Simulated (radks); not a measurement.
All-electron atom: Ni XXI in [He] 2s2 2p4.

Method: scalar-relativistic Kohn-Sham, LB94 model potential, spin-polarised, spherical densities, finite nucleus; open shells are filled with parallel spins first; Fermi nuclear charge, rms radius 3.7757 fm; computed with a radial shooting solver on a logarithmic mesh with Libxc functionals.

Energy parts (eV):
part                  energy
kinetic            34142.763
electron-nucleus  -71615.969
Hartree             4938.819
(The LB94 potential has no energy functional, so no total or exchange-correlation energy is given.)

Orbitals (lengths in bohr, moments of r in powers of bohr; <r^-3> diverges for s and p1/2; r(max) is where P^2 peaks; r(90%) holds 90 % of the orbital's charge):
orbital  occ.  eigenvalue (eV)  <1/r>  <r^-3>   r(max)  r(90%)
1s up       1        -9279.431  28.16       -  0.03537  0.0961
1s down     1        -9282.963  28.17       -  0.03538  0.0960
2s up       1        -1871.712  6.344       -   0.1996   0.360
2s down     1        -1854.404  6.321       -   0.1999   0.362
2p up       3        -1757.796  6.249   701.0   0.1587   0.330
2p down     1        -1740.810  6.246   702.6   0.1586   0.331

The highest occupied level is 2p down at -1740.8 eV. The electron density at the nucleus is 1.972e+04 e/bohr^3 (large components only). Spin moment in Bohr magnetons: 2. For comparison, the ionisation energy in NIST's Atomic Spectra Database is 1758 eV (semi-empirical). In exact Kohn-Sham theory the highest level is minus the ionisation energy, but local and semilocal functionals leave it too shallow, through self-interaction and a potential that decays too fast; potentials with the right tail come closer.
